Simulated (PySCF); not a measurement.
# SnH: script and output

Input:

```python
from pyscf import gto, dft

mol = gto.M(
    atom='Sn 0 0 0; H 0 0 1.754',
    basis='x2c-svpall',
    charge=0,
    spin=1,
    verbose=4,
)
mf = dft.UKS(mol, xc='b3lyp5')
mf = mf.sfx2c1e()
mf.kernel()
mf.stability(internal=True, external=True)
mf.dip_moment()
print('orbital energies (hartree):', [e[max(0, n-3):n+3].round(4) for e, n in zip(mf.mo_energy, mol.nelec)])
```

```bash
$ python input.py
```

It prints (some set-up lines and the per-cycle HOMO/LUMO lines with their warnings removed):

```
PySCF version 2.14.0

[INPUT] verbose = 4
[INPUT] num. atoms = 2
[INPUT] num. electrons = 51
[INPUT] charge = 0
[INPUT] spin (= nelec alpha-beta = 2S) = 1
[INPUT] symmetry False subgroup None
[INPUT] Mole.unit = angstrom
[INPUT] Symbol           X                Y                Z      unit          X                Y                Z       unit  Magmom
[INPUT]  1 Sn     0.000000000000   0.000000000000   0.000000000000 AA    0.000000000000   0.000000000000   0.000000000000 Bohr   0.0
[INPUT]  2 H      0.000000000000   0.000000000000   1.754000000000 AA    0.000000000000   0.000000000000   3.314579622487 Bohr   0.0

nuclear repulsion = 15.0848691824401
number of shells = 5
number of NR pGTOs = 112
number of NR cGTOs = 41
basis = x2c-svpall
ecp = {}

******** <class 'pyscf.x2c.sfx2c1e.sfX2C1eUKS'> ********
method = sfX2C1eUKS
initial guess = minao
damping factor = 0
level_shift factor = 0
DIIS = <class 'pyscf.scf.diis.CDIIS'>
diis_start_cycle = 1
diis_space = 8
diis_damp = 0
SCF conv_tol = 1e-09
SCF conv_tol_grad = None
SCF max_cycles = 50
direct_scf = True
direct_scf_tol = 1e-13
number electrons alpha = 26  beta = 25
XC library pyscf.dft.libxc version 7.0.0
    S. Lehtola, C. Steigemann, M. J.T. Oliveira, and M. A.L. Marques.,  SoftwareX 7, 1–5 (2018)
XC functionals = b3lyp5
    P. A. M. Dirac.,  Math. Proc. Cambridge Philos. Soc. 26, 376 (1930)
    F. Bloch.,  Z. Phys. 57, 545 (1929)
    A. D. Becke.,  Phys. Rev. A 38, 3098 (1988)
    C. Lee, W. Yang, and R. G. Parr.,  Phys. Rev. B 37, 785 (1988)
    B. Miehlich, A. Savin, H. Stoll, and H. Preuss.,  Chem. Phys. Lett. 157, 200 (1989)
    S. H. Vosko, L. Wilk, and M. Nusair.,  Can. J. Phys. 58, 1200 (1980)
radial grids:
    Treutler-Ahlrichs [JCP 102, 346 (1995); DOI:10.1063/1.469408] (M4) radial grids

becke partition: Becke, JCP 88, 2547 (1988); DOI:10.1063/1.454033
pruning grids: <function nwchem_prune>
grids dens level: 3
symmetrized grids: False
atomic radii adjust function: <function treutler_atomic_radii_adjust>
small_rho_cutoff = 0

******** <class 'pyscf.x2c.sfx2c1e.SpinFreeX2CHelper'> ********
approx = 1e
xuncontract = 1
Set gradient conv threshold to 3.16228e-05
tot grids = 31768
init E= -6176.18083408009

cycle= 1 E= -6176.38386935677  delta_E= -0.203  |g|= 0.0595  |ddm|= 1.07
cycle= 2 E= -6176.38644115518  delta_E= -0.00257  |g|= 0.0327  |ddm|= 0.195
cycle= 3 E= -6176.38760592599  delta_E= -0.00116  |g|= 0.00763  |ddm|= 0.0866
cycle= 4 E= -6176.38767034098  delta_E= -6.44e-05  |g|= 0.000871  |ddm|= 0.0203
cycle= 5 E= -6176.38767127621  delta_E= -9.35e-07  |g|= 0.000205  |ddm|= 0.00263
cycle= 6 E= -6176.3876713504  delta_E= -7.42e-08  |g|= 8.42e-05  |ddm|= 0.000643
cycle= 7 E= -6176.3876713662  delta_E= -1.58e-08  |g|= 2.21e-05  |ddm|= 0.000342
cycle= 8 E= -6176.38767136764  delta_E= -1.44e-09  |g|= 3.51e-06  |ddm|= 0.000128
cycle= 9 E= -6176.38767136768  delta_E= -3.91e-11  |g|= 3.94e-07  |ddm|= 2.32e-05
Extra cycle  E= -6176.38767136767  delta_E= 5.46e-12  |g|= 1.99e-07  |ddm|= 1.99e-06
converged SCF energy = -6176.38767136767  <S^2> = 0.75207651  2S+1 = 2.0020754
uhf_internal: lowest eigs of H = [6.29157417e-06 1.23238891e-01 2.45170677e-01]
<class 'pyscf.x2c.sfx2c1e.sfX2C1eUKS'> wavefunction is stable in the internal stability analysis
uhf_real2complex: lowest eigs of H = [-0.00097928  0.09059184  0.09197375]
<class 'pyscf.x2c.sfx2c1e.sfX2C1eUKS'> wavefunction has an real -> complex instability
uhf_external: lowest eigs of H = [-0.03179961 -0.01937184  0.0420433 ]
Dipole moment(X, Y, Z, Debye):  0.00000,  0.00000, -0.38164
orbital energies (hartree): [array([-0.4588, -0.2571, -0.1666, -0.1162,  0.0408,  0.116 ]), array([-1.0076, -0.4383, -0.2499, -0.1079, -0.0797,  0.0474])]
```

In short: E(SCF) = -6176.387671 Eh, 9 cycles, ⟨S²⟩ = 0.752, μz(SCF) = -0.38 D, internal stable; real -> complex unstable.

Wall time 7.7 s on one thread of a shared host.

The stability test finds a lower solution, so these numbers belong to a saddle point. The bond length is a typed value, not an optimised one. No search for the lowest solution was made.
